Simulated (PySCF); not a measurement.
# Do core-level shifts follow atomic charges?

AlMe2(StBu), C6H15AlS.
Bonds: Al1–C2, Al1–C6, Al1–S10, S10–C11, C11–C12, C11–C13, C11–C14. Hydrogens: H3, H4, H5 on C2; H7, H8, H9 on C6; H15, H16, H17 on C12; H18, H19, H20 on C13; H21, H22, H23 on C14.

Binding energies: delta-SCF UKS SCAN, pcX-2 on the ionised atom, pcseg-1 elsewhere, spin-free X2C (PySCF 2.14.0). Charges: PBE0/pcSseg-1 (pcSseg-2 on Al) ground-state density, for the ionised atom.

```
atom                  environment  C 1s (eV)  Mulliken (e)  IAO (e)  Hirshfeld (e)  ESP (e)
  C2  carbon bonded to Al and 3 H     289.49        -0.668   -0.812         -0.282   -0.894
 C12   carbon bonded to C and 3 H     290.59        -0.151   -0.398         -0.118   -0.560
 C11   carbon bonded to 3 C and S     291.23        -0.687   +0.010         +0.033   +0.408
```

Problem. How well does each charge scheme correlate with the binding energies over these sites?

Solution. Hirshfeld: r = 0.99, slope 5.5 eV per e; IAO: r = 0.99, slope 2.1 eV per e; ESP: r = 0.91, slope 1.2 eV per e; Mulliken: r = 0.12, slope 0.3 eV per e. On 3 points no scheme stands out.

Problem. The point-charge model writes a binding energy as kq + V + constant, with V the potential of the other atoms' charges at the site. What does it give with the Hirshfeld charges?

Solution. V = Σ 14.40 eV Å × q/r over all other atoms: +3.63 eV at C2, +1.61 eV at C12, -1.33 eV at C11. Fitting binding energy − V to q gives k = 21.2 eV per e and leaves an rms residual of 0.17 eV, against 0.09 eV for the fit on q alone. The model has no term for differences in relaxation between sites.

Isolated species at its PBE0-D3(BJ)/def2-SVP geometry (one conformer only).
